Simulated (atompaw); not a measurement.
# What the settings do to the PAW (atompaw) potential of silicon

Base potential:

| Property | Result |
| --- | --- |
| Element | Si |
| Generator | atompaw 4.2.0.5 |
| Type | PAW |
| Functional | PBE |
| Relativity | scalar-relativistic |
| Frozen core | [Ne] |
| Valence charge | 4 |
| Reference configuration | 3s2 3p1.75 (charge +0.25) |
| Partial waves | 3s (bound): rc 2.05 bohr; 3s channel at 0.25 Ry: rc 1.55 bohr; 3p (bound): rc 2.05 bohr; 3p channel at 1 Ry: rc 2.05 bohr; 3d channel at 0.05 Ry: rc 2.05 bohr; 3d channel at 0.85 Ry: rc 1.55 bohr |
| Local potential | troulliermartins scheme with l = 3 at 0 Ry, radius 1.90 bohr |
| Core correction | smooth core density matched at 1.20 bohr |
| Augmentation charge | sinc compensation charge, radius 1.85 bohr; PAW radius 2.05 bohr; waves and projectors: custom polynom2 7 10 vanderbiltortho |

All-electron outer shells of the reference configuration (PBE, scalar-relativistic, ld1.x):

```tsv
shell	level (eV)	outermost node (bohr)	outermost maximum (bohr)
2p	-97.69	–	0.39
3s	-12.71	0.72	1.77
3p	-5.83	0.72	2.11
```

Cutoffs, loose and tight: the cutoffs (Ry, on a coarse ladder) from which the occupation-weighted sum of valence levels, in a spherical-Bessel basis at the reference potential, stays within 10 and 1 mRy of its value at 400 Ry. They see the waves, projectors and local potential, not the compensation charge or the core. A dash means not determined.

```tsv
change	outcome	cutoff, loose	cutoff, tight	bound ghosts
base	generated	8 Ry	12 Ry	none
wave 3s channel at 0.25 Ry: rc 1.55 bohr becomes 3s channel at -0.79 Ry: rc 1.55 bohr	failed: atompaw: The overlap operator has at least one negative eigenvalue!	–	–	–
wave 3s channel at 0.25 Ry: rc 1.55 bohr becomes 3s channel at -0.73 Ry: rc 1.55 bohr	failed: atompaw: The overlap operator has at least one negative eigenvalue!	–	–	–
wave 3s channel at 0.25 Ry: rc 1.55 bohr becomes 3s channel at -0.42 Ry: rc 1.55 bohr	failed: atompaw: The overlap operator has at least one negative eigenvalue!	–	–	–
wave 3s channel at 0.25 Ry: rc 1.55 bohr becomes 3s channel at -0.26 Ry: rc 1.55 bohr	failed: atompaw: The overlap operator has at least one negative eigenvalue!	–	–	–
wave 3s channel at 0.25 Ry: rc 1.55 bohr becomes 3s channel at 1.48 Ry: rc 1.55 bohr	generated	8 Ry	12 Ry	none
wave 3s channel at 0.25 Ry: rc 1.55 bohr becomes 3s channel at 3.18 Ry: rc 1.55 bohr	generated	8 Ry	12 Ry	none
wave 3s channel at 0.25 Ry: rc 1.55 bohr becomes 3s channel at 8.12 Ry: rc 1.55 bohr	generated	8 Ry	12 Ry	none
```

**Question.** What comes out with this change to the base: wave 3s channel at 0.25 Ry: rc 1.55 bohr becomes 3s channel at 0.67 Ry: rc 1.55 bohr?

**Answer.** outcome: generated; cutoff, loose: 10 Ry; cutoff, tight: 12 Ry; bound ghosts: none.
